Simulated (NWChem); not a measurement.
System: SiH cation, singlet

```xyz
2

Si     0.0000     0.0000    -0.1085
H      0.0000     0.0000     1.4099
```
Atoms are numbered in this order, from 1.

Low-valent species are run as closed-shell singlets; no triplet was tried in these runs. The geometry was optimised at PBE0-D3(BJ)/def2-TZVP.

List the 6 lowest vertical singlet excitations and the 6 lowest triplet ones from B3LYP/def2-SVPD, TDA (NWChem).


| state | energy (eV) | oscillator strength | leading excitation (squared amplitude) |
|---|---|---|---|
| S1 | 3.39 | 0.023 | HOMO → LUMO (0.98) |
| S2 | 3.39 | 0.023 | HOMO → LUMO+1 (0.98) |
| S3 | 9.84 | 0.604 | HOMO → LUMO+3 (0.54) |
| S4 | 9.95 | 0.064 | HOMO−1 → LUMO+1 (0.64) |
| S5 | 9.95 | 0.064 | HOMO−1 → LUMO (0.64) |
| S6 | 10.91 | 0.598 | HOMO → LUMO+2 (0.50) |
| T1 | 2.04 | spin-forbidden | HOMO → LUMO (0.99) |
| T2 | 2.04 | spin-forbidden | HOMO → LUMO+1 (0.99) |
| T3 | 7.20 | spin-forbidden | HOMO → LUMO+2 (0.97) |
| T4 | 7.57 | spin-forbidden | HOMO−1 → LUMO+1 (0.96) |
| T5 | 7.57 | spin-forbidden | HOMO−1 → LUMO (0.96) |
| T6 | 9.89 | spin-forbidden | HOMO → LUMO+3 (0.97) |
